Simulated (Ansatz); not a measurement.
Reactions of C$_{2}$H$_{7}$ISi (`[SiH3]CCI`).

Calculated with Ansatz (gas phase, PBE0-D4/def2-TZVP geometries, no zero-point term in ΔE). CBS: MP2 limit from def2 TZ/QZ plus the TZ coupled-cluster correction, frozen cores. This one scheme is used for every species. Triplets are unrestricted, without spin–orbit coupling. def2 core potentials past Kr. For Ge, I outer-core shells are correlated without core-valence functions, which leaves a few kJ/mol of doubt a bond. Scalar relativity is left out up to krypton. One conformer a species, not always the lowest.

(1) Order these by ΔE at CCSD(T)/CBS, lowest first. (Estimate.)
A. `[SiH3]CCI` → `[SiH3]CI` + `[CH2]` (triplet)
B. `[SiH3]CCI` + HCl → `ClCCI` + SiH₄
C. `[SiH3]CCI` + `[NH2][AlH2]` → `[AlH2][NH][SiH3]` + `CCI`
D. `[SiH3]CCI` + `F[SiH3]` → `F[SiH2]CC[SiH3]` + HI
E. `[SiH3]CCI` + `C=CN[SiH2]Cl` → `C=CN([SiH3])[SiH2]Cl` + `CCI`
F. `[SiH3]CCI` → `CCI` + `[SiH2]`
G. `[SiH3]CCI` + `[OH][Ge]([OH])([F])[Cl]` → `[OH][Ge]([OH])([SiH3])[Cl]` + `FCCI`
H. `[SiH3]CCI` + `CI` → `ICCI` + `C[SiH3]`

Largest T1 diagnostic: 0.014, for `[SiH2]`.

## Answers

(1) C (-60.2 kJ/mol), E (-46.6 kJ/mol), D (-29.3 kJ/mol), H (-16.0 kJ/mol), B (+50.3 kJ/mol), G (+116.7 kJ/mol), F (+227.9 kJ/mol), A (+434.0 kJ/mol).
